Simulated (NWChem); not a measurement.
## Ionisation of sulfur tetrafluoride (F$_{4}$S)

```xyz
5

F      0.0000     1.2424     0.6398
S      0.0000     0.0000    -0.3894
F      1.6855     0.0000    -0.2936
F     -1.6855     0.0000    -0.2936
F      0.0000    -1.2424     0.6398
```
Charge 0, spin multiplicity 1.

All runs are NWChem calculations. The geometry was optimised at PBE/def2-SVP, a minimum by its harmonic frequencies.

Basis set: def2-TZVP. −ε marks an orbital energy of the parent.

B3LYP has NWChem's definition, with VWN1-RPA local correlation.

For the first vertical ionisation energy, −ε(HOMO) of BLYP gives 8.43 eV and −ε(HOMO) of B3LYP gives 9.95 eV. What do −ε(HOMO) of PBE, −ε(HOMO) of HF, −ε(HOMO) of r2SCAN give?

−ε(HOMO) of PBE: 8.48 eV; −ε(HOMO) of HF: 14.19 eV; −ε(HOMO) of r2SCAN: 8.85 eV.
